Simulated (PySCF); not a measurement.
PySCF input file for C3H7NSi, SMILES C1N([SiH3])CC=1, TPSSh-D3(BJ)/def2-SVP. The structure is a stationary point at TPSSh-D3(BJ)/def2-SVP. This is a generated structure with no PubChem entry under its InChIKey; it may be hypothetical.

```python
import numpy as np
from pyscf import gto, scf, dft, df
from pyscf.hessian import thermo

mol = gto.M(
    atom='''
    Si    1.71283938   -0.13810220   -0.05118726
    N     0.01050196    0.18370845    0.13035013
    C    -1.01779734   -0.37257655    0.92368868
    C    -2.04534124   -0.06538092    0.09778858
    C    -1.04617866    0.54156487   -0.86754597
    H     2.29698998    0.98888645   -0.82586822
    H     2.29752328   -0.20930828    1.31460446
    H     2.05406558   -1.40878525   -0.76468643
    H    -0.88418100   -0.85269664    1.89676229
    H    -3.12839252   -0.14478523    0.12552000
    H    -0.92282039    0.02280391   -1.83328827
    H    -1.11054634    1.62971225   -1.03246089
    ''',
    basis='def2-SVP',
    charge=0,
    spin=0,
    max_memory=1600,
    verbose=3,
)
mf = dft.RKS(mol, xc='tpssh').density_fit(auxbasis='def2-universal-jkfit')
mf.disp = 'd3bj'
mf.grids.level = 4
mf.conv_tol = 1e-11
mf.max_cycle = 100
mf.kernel()

# [left out here: the lines that compute and print the analytic Hessian (its translational invariance restored by hand, since the grid's response is missing), thermochemistry and intensities]
```

Output:

```
converged SCF energy = -462.54971230907

WARN: MGGA Hessian is sensitive to dft grids. grids.level 4 may not be dense enough.


WARN: DFTD3 does not support analytical Hessian, using finite difference


WARN: Mole.unit (angstrom) is changed to Bohr

Mode                                 0                   1                   2
Irrep
Freq [cm^-1]                       97.0509            105.8879            210.3987
Reduced mass [au]                   3.8353              1.1187              2.6502
Force const [Dyne/A]                0.0213              0.0074              0.0691
Char temp [K]                     139.6346            152.3492            302.7169
Normal mode                   x     y     z       x     y     z       x     y     z
       0  Si                 0.03  0.04  0.02   -0.00  0.00 -0.01    0.00 -0.03  0.05
       1   N                -0.01 -0.17 -0.08   -0.00 -0.01  0.03    0.00  0.06 -0.12
       2   C                -0.02 -0.03 -0.01   -0.02 -0.05 -0.02    0.09 -0.01 -0.05
       3   C                -0.04  0.11  0.06   -0.00  0.00 -0.02    0.01 -0.03  0.05
       4   C                -0.02 -0.02 -0.01    0.02  0.05  0.03   -0.10  0.05 -0.02
       5   H                -0.06  0.10  0.04   -0.20 -0.22 -0.48    0.18 -0.14  0.02
       6   H                -0.03  0.11  0.05    0.20  0.52 -0.06   -0.18  0.07  0.14
       7   H                 0.24  0.08  0.05    0.00 -0.23  0.41    0.02 -0.13  0.23
       8   H                -0.02 -0.05 -0.03   -0.05 -0.10 -0.04    0.20 -0.04 -0.08
       9   H                -0.04  0.22  0.11   -0.00  0.01 -0.05    0.01 -0.08  0.14
      10   H                -0.15 -0.03 -0.02    0.04  0.10  0.00   -0.16  0.11 -0.05
      11   H                 0.11 -0.01 -0.00    0.04  0.06  0.09   -0.17  0.06  0.05
Mode                                 3                   4                   5
Irrep
Freq [cm^-1]                      419.6988            531.6211            659.6309
[...]
      11   H                 0.03  0.00 -0.06   -0.05  0.02  0.00   -0.20 -0.06  0.41
Mode                                15                  16                  17
Irrep
Freq [cm^-1]                     1046.2025           1085.7096           1105.8231
Reduced mass [au]                   4.1691              1.6169              1.1260
Force const [Dyne/A]                2.6886              1.1230              0.8113
Char temp [K]                    1505.2525           1562.0944           1591.0332
Normal mode                   x     y     z       x     y     z       x     y     z
       0  Si                -0.03  0.01 -0.00   -0.01 -0.00  0.01   -0.00 -0.00  0.00
       1   N                 0.12 -0.06  0.11    0.04  0.06 -0.10    0.01 -0.05 -0.03
       2   C                 0.04  0.06 -0.10   -0.07  0.00  0.01   -0.00  0.00 -0.02
       3   C                 0.03  0.01 -0.05    0.05 -0.01  0.00    0.02  0.03  0.00
       4   C                -0.11 -0.01  0.01    0.07 -0.03  0.06   -0.00  0.04  0.04
       5   H                 0.10 -0.07 -0.01   -0.09  0.06  0.02   -0.00  0.00  0.01
       6   H                -0.08  0.03  0.02    0.06 -0.02 -0.03    0.00  0.02 -0.00
       7   H                 0.03  0.03 -0.01   -0.02 -0.01  0.02   -0.02 -0.00 -0.01
       8   H                -0.23  0.05 -0.08   -0.58 -0.14  0.00   -0.14  0.06  0.03
       9   H                 0.05 -0.08  0.20    0.07 -0.12  0.32    0.03 -0.11  0.08
      10   H                -0.16 -0.08  0.05   -0.28 -0.02  0.01    0.58 -0.09  0.19
      11   H                 0.07 -0.00  0.01   -0.06 -0.04  0.09   -0.64 -0.04 -0.21
Mode                                18                  19                  20
Irrep
Freq [cm^-1]                     1223.5553           1236.4757           1361.5443
Reduced mass [au]                   1.3164              2.6713              3.1043
Force const [Dyne/A]                1.1611              2.4063              3.3907
Char temp [K]                    1760.4237           1779.0132           1958.9592
Normal mode                   x     y     z       x     y     z       x     y     z
       0  Si                -0.01  0.00 -0.00   -0.02  0.00  0.00    0.01 -0.00 -0.00
       1   N                 0.03 -0.02  0.05    0.14  0.00 -0.01   -0.15 -0.02  0.05
       2   C                -0.05  0.00 -0.01    0.00 -0.01  0.01    0.10  0.06 -0.09
       3   C                -0.02  0.01 -0.02   -0.09 -0.07  0.11    0.03 -0.03  0.07
       4   C                 0.11  0.02 -0.02    0.03  0.04 -0.07    0.06  0.01 -0.02
       5   H                 0.02 -0.02 -0.00   -0.02  0.01  0.01    0.05 -0.03 -0.00
       6   H                -0.02  0.01  0.01   -0.03  0.01  0.01    0.00 -0.01 -0.00
       7   H                 0.01  0.01 -0.00   -0.01  0.00  0.01    0.04  0.01  0.00
       8   H                 0.39  0.06 -0.04   -0.25 -0.04  0.03   -0.37 -0.01 -0.07
       9   H                -0.02 -0.07  0.15   -0.14  0.20 -0.40    0.02  0.09 -0.18
      10   H                -0.52 -0.05 -0.07   -0.02  0.05 -0.08   -0.17 -0.11  0.02
      11   H                -0.53 -0.02 -0.04   -0.09  0.03 -0.13   -0.15  0.01  0.11
Mode                                21                  22                  23
Irrep
Freq [cm^-1]                     1466.0945           1608.7485           2201.4889
Reduced mass [au]                   1.1380              4.8260              1.0431
Force const [Dyne/A]                1.4411              7.3589              2.9785
Char temp [K]                    2109.3836           2314.6310           3167.4524
Normal mode                   x     y     z       x     y     z       x     y     z
       0  Si                 0.00  0.00 -0.00   -0.00 -0.00  0.00    0.01 -0.03 -0.02
       1   N                -0.03 -0.01  0.02   -0.01  0.00  0.00    0.00  0.00 -0.00
       2   C                 0.03  0.01 -0.02    0.17 -0.03  0.10   -0.00 -0.00  0.00
       3   C                 0.00  0.00 -0.00   -0.13  0.05 -0.12    0.00  0.00  0.00
       4   C                 0.00 -0.04  0.08    0.02  0.00 -0.00   -0.00  0.00 -0.00
       5   H                 0.01 -0.01 -0.00    0.00 -0.01  0.00    0.03  0.04 -0.04
       6   H                 0.01 -0.00 -0.01    0.01 -0.00 -0.01    0.02 -0.02  0.05
       7   H                 0.01  0.01  0.00    0.01  0.01  0.00   -0.22  0.83  0.47
       8   H                -0.06  0.00 -0.02   -0.20 -0.10  0.16    0.00 -0.00  0.00
       9   H                 0.01 -0.00  0.00   -0.16 -0.07  0.10    0.00 -0.00 -0.00
      10   H                -0.09  0.58 -0.30   -0.09 -0.04  0.00    0.00 -0.00 -0.00
      11   H                 0.01 -0.13 -0.64   -0.09  0.00  0.03    0.00  0.00  0.00
Mode                                24                  25                  26
Irrep
Freq [cm^-1]                     2261.3000           2267.8593           3042.5122
Reduced mass [au]                   1.0265              1.0519              1.0568
Force const [Dyne/A]                3.0926              3.1876              5.7637
Char temp [K]                    3253.5072           3262.9446           4377.4977
Normal mode                   x     y     z       x     y     z       x     y     z
       0  Si                 0.02  0.01  0.01    0.00  0.02 -0.03    0.00  0.00 -0.00
       1   N                 0.00 -0.00 -0.00    0.00  0.00 -0.00   -0.00  0.00  0.00
       2   C                -0.00 -0.00  0.00   -0.00 -0.00  0.00   -0.00 -0.00  0.00
       3   C                 0.00 -0.00  0.00    0.00 -0.00  0.00    0.00 -0.00  0.00
       4   C                -0.00  0.00 -0.00    0.00 -0.00  0.00    0.00  0.02 -0.06
       5   H                -0.24 -0.47  0.33   -0.30 -0.58  0.39   -0.00 -0.00  0.00
       6   H                -0.29  0.04 -0.70    0.24 -0.02  0.57   -0.00  0.00 -0.00
       7   H                -0.01  0.08  0.05   -0.00  0.02 -0.01   -0.00  0.00  0.00
       8   H                 0.00 -0.00  0.00   -0.00 -0.00  0.00    0.00 -0.01  0.01
       9   H                 0.00 -0.00 -0.00    0.00 -0.00  0.00   -0.02 -0.00 -0.00
      10   H                 0.00 -0.00 -0.00    0.00 -0.00 -0.00   -0.08  0.37  0.64
      11   H                 0.00  0.00  0.00    0.00  0.00  0.00    0.04 -0.62  0.07
Mode                                27                  28                  29
Irrep
Freq [cm^-1]                     3105.5296           3198.5257           3278.8372
Reduced mass [au]                   1.1105              1.0955              1.1089
Force const [Dyne/A]                6.3104              6.6031              7.0239
Char temp [K]                    4468.1657           4601.9663           4717.5167
Normal mode                   x     y     z       x     y     z       x     y     z
       0  Si                 0.00  0.00  0.00    0.00 -0.00  0.00    0.00  0.00  0.00
       1   N                -0.00 -0.00 -0.00    0.00  0.00 -0.00   -0.00 -0.00  0.00
       2   C                -0.00  0.00  0.00    0.01 -0.04  0.07   -0.01  0.01 -0.02
       3   C                 0.00  0.00  0.00    0.01  0.00 -0.00    0.09  0.00  0.00
       4   C                -0.01  0.08  0.04   -0.00  0.00 -0.00   -0.00 -0.00  0.00
       5   H                -0.00 -0.00 -0.00   -0.00 -0.00  0.00    0.00 -0.00 -0.00
       6   H                -0.00  0.00 -0.00   -0.00  0.00 -0.00    0.00 -0.00  0.00
       7   H                 0.00 -0.00 -0.00   -0.00  0.00  0.00   -0.00  0.00  0.00
       8   H                 0.00 -0.00  0.00   -0.12  0.41 -0.83    0.03 -0.08  0.16
       9   H                -0.00 -0.00 -0.00   -0.19 -0.02  0.01   -0.93 -0.07  0.02
      10   H                 0.07 -0.28 -0.53    0.00  0.00  0.01    0.00 -0.01 -0.01
      11   H                 0.04 -0.72  0.11    0.00 -0.01  0.00    0.00  0.02 -0.00
temperature 298.1500 [K]
pressure 101325.00 [Pa]
Rotational constants [GHz] 11.76605 2.63176 2.25775
Symmetry number 1
Zero-point energy (ZPE) 0.09014 [Eh]   236664.448 [J/mol]
                           tot       elec      trans        rot        vib
Entropy [J/mol/K]       324.909      0.000    164.180    108.505     52.224
Cv [J/mol/K]             89.796      0.000     12.472     12.472     64.853
Cp [J/mol/K]             98.111      0.000     20.786     12.472     64.853
Internal energy [J/mol]                      3718.434   3718.434 245338.329
Internal energy [Eh]   -462.45344  -462.54971
Enthalpy [J/mol]                             6197.391   3718.434 245338.329
Enthalpy [Eh]          -462.45249
Gibbs free energy [J/mol]                  -42752.793 -28632.458 229767.889
Gibbs free energy [Eh] -462.48939
static polarisability / bohr^3: [[78.443 -2.096  1.7  ]
 [-2.095 49.002 -6.128]
 [ 1.709 -6.129 58.252]]
largest difference of analytic and finite-field dipole derivatives / e: 0.003023767593475224
mode   freq/cm-1   IR/(km/mol)   Raman/(A^4/amu)   depolarisation
   1       97.05         1.192             2.736            0.636
   2      105.89         0.111             0.855            0.715
   3      210.40         0.653             0.268            0.731
   4      419.70        25.269             2.675            0.639
   5      531.62        13.891            11.505            0.243
   6      659.63        23.712             3.953            0.559
   7      681.05        66.073            22.044            0.559
   8      706.08        37.492             8.375            0.749
   9      889.89        15.007             3.089            0.732
  10      920.67       132.940            13.766            0.747
  11      931.44        57.939            11.942            0.713
  12      953.27        13.928            11.103            0.445
  13      984.17        59.751            24.706            0.749
  14      991.93       278.740            19.773            0.748
  15      994.20        18.736             6.670            0.723
  16     1046.20        56.633             3.139            0.193
  17     1085.71        68.101            21.144            0.347
  18     1105.82         2.139             6.650            0.546
  19     1223.56         8.093             6.397            0.708
  20     1236.48        97.810             2.445            0.573
  21     1361.54       109.762             5.243            0.561
  22     1466.09        11.796            14.602            0.658
  23     1608.75        36.332            34.737            0.142
  24     2201.49       190.370           187.767            0.268
  25     2261.30       104.094           189.638            0.052
  26     2267.86       123.217            93.471            0.733
  27     3042.51        31.472           137.817            0.150
  28     3105.53        18.154            93.174            0.723
  29     3198.53        11.252           101.855            0.489
  30     3278.84         0.868           154.175            0.215
max |gradient| / (hartree/bohr): 1.4302960610783843e-05
APT charges: [ 1.4024 -0.9578  0.3742 -0.2915  0.2665 -0.2721 -0.2734 -0.3465  0.0534
  0.0769 -0.0154 -0.0168]
```

Self-consistency was reached.

Cost: around 19 core-minutes (rough).
